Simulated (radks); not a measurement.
Values are calculated unless marked as measured or tabulated.
All-electron atom: In XXXIII in [Ne] 3s2 3p5.

Code: a radial shooting solver on a logarithmic mesh with Libxc functionals. Model: non-relativistic Kohn-Sham, LB94 model potential, spin-polarised, spherical densities, point nucleus; open shells are filled with parallel spins first (spin-orbit coupling, left out, can overturn this in heavy ions); relativity is left out, which matters for an element this heavy.

Energy parts (eV):
| part | energy |
|---|---|
| kinetic | 135469.627 |
| electron-nucleus | -290204.412 |
| Hartree | 22141.247 |
(The LB94 potential has no energy functional, so no total or exchange-correlation energy is given.)

Orbitals (lengths in bohr, moments of r in powers of bohr; r(max) is where P^2 peaks):
\begin{tabular}{lrrrrrr}
orbital & occ. & eigenvalue (eV) & <r^2> & <r> & r(max) & <1/r> \\ \hline
1s up & 1 & -28608.38 & 0.001286 & 0.03101 & 0.02056 & 48.51 \\
1s down & 1 & -28608.48 & 0.001286 & 0.03101 & 0.02056 & 48.51 \\
2s up & 1 & -5605.029 & 0.02056 & 0.1325 & 0.1134 & 11.20 \\
2s down & 1 & -5604.554 & 0.02057 & 0.1325 & 0.1134 & 11.19 \\
2p up & 3 & -5362.805 & 0.01546 & 0.1130 & 0.08877 & 11.19 \\
2p down & 3 & -5361.335 & 0.01547 & 0.1130 & 0.08880 & 11.18 \\
3s up & 1 & -2114.097 & 0.1209 & 0.3264 & 0.3072 & 4.470 \\
3s down & 1 & -2110.084 & 0.1209 & 0.3263 & 0.3071 & 4.474 \\
3p up & 3 & -2024.252 & 0.1121 & 0.3120 & 0.2908 & 4.434 \\
3p down & 2 & -2020.711 & 0.1120 & 0.3118 & 0.2906 & 4.440 \\
\end{tabular}

The highest occupied level is 3p down at -2020.7 eV. The electron density at the nucleus is 8.302e+04 e/bohr^3. For comparison, the ionisation energy in NIST's Atomic Spectra Database is 2029 eV (semi-empirical). In exact Kohn-Sham theory the highest level is minus the ionisation energy, but local and semilocal functionals leave it too shallow, through self-interaction and a potential that decays too fast; potentials with the right tail come closer.
